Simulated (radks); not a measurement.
Values are calculated unless marked as measured or tabulated.
Initial-state core-level shifts of the copper ion Cu+ when its valence configuration changes from [Ar] 3d10. Level of theory: scalar-relativistic Kohn-Sham, BLYP, spin-polarised, spherical densities, finite nucleus; open shells are filled with parallel spins first; Fermi nuclear charge, rms radius 3.8823 fm (a radial shooting solver on a logarithmic mesh with Libxc functionals). Shifts are changes of the shell-averaged eigenvalues in eV (positive: less bound); the change of the density at the nucleus, which sets a Mossbauer isomer shift, is in e/bohr^3, on a base of 2.241e+04.

| valence | 1s | 2s | 2p | 3p | density at nucleus |
|---|---|---|---|---|---|
| 3d9.5 4s0.5 | -2.730 | -3.023 | -2.993 | -2.719 | +5.503 |
| 3d9 4s1 | -5.802 | -6.439 | -6.376 | -5.715 | +12.029 |
| 3d8 4p2 | -16.202 | -17.540 | -17.399 | -15.682 | +3.890 |
| 3d9 4p1 | -7.524 | -8.061 | -8.001 | -7.433 | +1.453 |
| 3d8 4s2 | -13.160 | -14.618 | -14.479 | -12.668 | +27.792 |
| 3d9.5 4p0.5 | -3.608 | -3.844 | -3.817 | -3.598 | +0.608 |
| 3d8 4s1 4p1 | -14.610 | -16.020 | -15.879 | -14.104 | +16.564 |
| 3d7 4p3 | -25.894 | -28.275 | -28.037 | -24.521 | +7.302 |
| 3d7 4s1 4p2 | -24.423 | -26.852 | -26.618 | -23.070 | +22.236 |
